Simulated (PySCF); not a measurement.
**Dipole response of He⁺ (helium, charge +1)**

1s1, 2S determinant. Computed with PySCF 2.14 in dyall-av3z (10s3p2d, 29 functions), with the non-relativistic Hamiltonian (point nucleus). Coupled (time-dependent) response in atomic units; α is the mean over directions.

```tsv
method	mean α (bohr³)	C₆ (like pair)	S(−4)
UHF	0.2795	0.1007	0.1030
```

S(−4) is the Cauchy moment in α(ω) = α(0) + S(−4) ω² + …

α(iu) at UHF:

```csv
u (hartree),α(iu) (bohr³)
0,0.2795
0.0500,0.2792
0.100,0.2784
0.200,0.2754
0.300,0.2705
0.500,0.2561
0.750,0.2323
1.00,0.2060
1.50,0.1571
2.00,0.1191
3.00,0.07167
5.00,0.03230
```

A single London oscillator, α(iu) = α/(1 + u²/ω²), gives C₆ = (3/4) ω α². Matching the computed C₆ needs ω = 4 × 0.1007 / (3 × 0.2795²) = 1.72 hartree.

For a non-relativistic one-electron ion the exact value is 9/(2Z⁴) = 0.2812 bohr³; Hartree-Fock is exact here up to the basis.

For an ion, C₆ is the dispersion term alone; charge-induced terms of lower order in 1/R come first.
